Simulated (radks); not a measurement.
Q: Charge is removed step by step from the 3s level of P2+, starting from [Ne] 3s2 3p1. Level of theory: scalar-relativistic Kohn-Sham, LDA (Slater exchange, Perdew-Wang correlation), spin-unpolarised, spherical densities, finite nucleus; Fermi nuclear charge, rms radius 3.1889 fm (a radial shooting solver on a logarithmic mesh with Libxc functionals). At the starting occupation the eigenvalue is -34.012 eV. Estimate the energy to remove one whole electron from this level, the eigenvalue at the end, and how far E(n) bends from a straight line.

A: Delta-SCF 40.106 eV; final eigenvalue -46.324 eV; the deviation from the straight line is -1.540 eV at 0.5 electron removed, the largest on the grid computed. Slater's transition state (half an electron removed) gives 40.076 eV. Integrating minus the eigenvalue over the occupation (Janak's theorem) gives 40.107 eV. In this scalar-relativistic scheme the density is built from large components alone, so the theorem holds only approximately. The mean slope of the eigenvalue, de/dn, is 12.3 eV per electron.
